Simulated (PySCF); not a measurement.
**A small calculation by hand: oscillator strength and radiative lifetime**

C2H6OSi2, SMILES C#C[SiH2][SiH2]O.

Coordinates come from a ωB97X-D3(BJ)/def2-SVP optimisation. The structure was generated by enumeration, and PubChem lists no compound with its InChIKey, so it may never have been made. One conformer was computed; it need not be the lowest.

TDDFT-PBE/def2-SVPD (PySCF 2.14.0) puts the first singlet state with f over 0.02 at 5.34 eV (vertical), with the transition dipole (0.163, 0.392, -0.094) in atomic units.

Task: Find the oscillator strength, the wavelength and the radiative lifetime that this transition would have in vacuum if emission retraced absorption.

Result: 
|μ|² = 0.1891 au, so |μ| = 1.11 D. ΔE = 5.34/27.211 = 0.1962 hartree. f = (2/3) ΔE |μ|² = 0.025 (the program prints 0.025).
λ = 1239.84/5.34 = 232 nm; ν = 43070 cm⁻¹.
Einstein's coefficient A = 0.6670 ν² f s⁻¹ (ν in cm⁻¹) = 3.1e7 s⁻¹, so τ = 1/A = 33 ns. This state is S1. The figure is the radiative limit of this one transition; relaxation, internal conversion, crossing to triplets and a medium change what is measured.
